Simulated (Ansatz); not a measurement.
Species: dialuminium oxide, Al2O (charge 0, singlet). SMILES: [Al][O][Al]
Geometry from a B3LYP-D3(BJ)/def2-TZVP (Ansatz, an electronic-structure program) optimisation:
```
O
Al 1 1.7104
Al 1 1.7104 2 180.00
```
Charge 0, spin multiplicity 1.

### Question
Give the harmonic wavenumbers at B3LYP-D3(BJ)/def2-TZVP (Ansatz, finite differences of forces, unscaled).

### Answer
110, 110, 506, 991 cm⁻¹. Zero-point energy 2.5 kcal/mol.

### Question
From these and the geometry, give the ideal-gas thermochemistry at 298.15 K and 1 atm (rigid rotor, harmonic oscillator).

### Answer
Point group D∞h, rotational symmetry number 2. Rotational constants 3.201, 3.201 GHz. S(trans) 38.65, S(rot) 15.65, S(vib) 7.29, S(elec, spin only) 0.00, S 61.6 cal/(mol K). H(298) - H(0) 3.13 kcal/mol; G - E(el) -12.8 kcal/mol.
